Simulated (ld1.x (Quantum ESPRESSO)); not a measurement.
# Transferability test, TM potential for tellurium

* Element: tellurium (Te)
* Generator: ld1.x (Quantum ESPRESSO) 7.5
* Type: norm-conserving Troullier–Martins (Kleinman–Bylander form)
* Functional: PBEsol
* Relativity: scalar-relativistic
* Frozen core: [Kr]
* Valence charge: 16
* Reference configuration: 4d10 5s2 5p3 (charge +1)
* Partial waves: 5s (bound): rc 1.65 bohr; 5p (bound): rc 2.20 bohr; 4d (bound): rc 1.30 bohr
* Local potential: the d channel
* Core correction: none

Energies are relative to the spin-unpolarised reference configuration 4d10 5s2 5p3; without spin polarisation the order of configurations can differ from experiment.

Give the all-electron excitation energy and the error of the potential for: 4d10 5s2 5p4; 4d10 5s2 5p2; 4d10 5s2 5p1; 4d10 5s2 5p3.5; 4d10 5s0 5p6; 4d10 5s1 5p4; 4d9 5s2 5p4.

```json
{"valence configuration": "4d10 5s2 5p4", "charge": "0", "ΔE all-electron (eV)": "-9.753", "error AE − PS (meV)": "+3.3"}
{"valence configuration": "4d10 5s2 5p2", "charge": "+2", "ΔE all-electron (eV)": "17.969", "error AE − PS (meV)": "-3.0"}
{"valence configuration": "4d10 5s2 5p1", "charge": "+3", "ΔE all-electron (eV)": "44.925", "error AE − PS (meV)": "-1.8"}
{"valence configuration": "4d10 5s2 5p3.5", "charge": "+0.5", "ΔE all-electron (eV)": "-5.846", "error AE − PS (meV)": "+1.7"}
{"valence configuration": "4d10 5s0 5p6", "charge": "0", "ΔE all-electron (eV)": "9.013", "error AE − PS (meV)": "-12"}
{"valence configuration": "4d10 5s1 5p4", "charge": "+1", "ΔE all-electron (eV)": "9.873", "error AE − PS (meV)": "-2.6"}
{"valence configuration": "4d9 5s2 5p4", "charge": "+1", "ΔE all-electron (eV)": "39.441", "error AE − PS (meV)": "-315"}
```

Levels in the configuration 4d10 5s0 5p6:

| level | all-electron (eV) | pseudo (eV) |
| --- | --- | --- |
| 4d | -44.219 | -44.365 |
| 5p | -7.036 | -7.033 |

ld1.x printed “convergence not achieved” for 6 of the counted tests; their residual had stalled under 1e-8, short of the target of 1e-14.

Note: ghost states, extra bound levels that the all-electron valence spectrum of the same l lacks: s at -222.8 eV, p at -87.4 eV. A true bound ghost makes a file unfit for plane-wave use.
